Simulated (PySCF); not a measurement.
**Al²⁺: excitation energy**

Al²⁺ [Ne] 3s1 (2S) → Al²⁺ [Ne] 3d1 (2D), as a difference of total energies. All numbers are calculated (PySCF 2.14, no relativity, point nucleus, in aug-cc-pwCVDZ). Correlated levels: nothing frozen. The calculations carry no spin-orbit coupling.

| method | excitation energy (eV) |
| --- | --- |
| UHF | 14.436 |
| MP2 (all electrons) | 14.630 |
| SCS-MP2 (all electrons) | 14.590 |
| CCSD (all electrons) | 14.638 |
| CCSD(T) (all electrons) | 14.640 |

Q: How much does correlation contribute at CCSD(T) (all electrons)?

A: 14.640 − (14.436) = 0.204 eV, measured against UHF.

The promoted electron is Rydberg-like, and one or two diffuse shells describe it only roughly, which tends to raise the upper state.
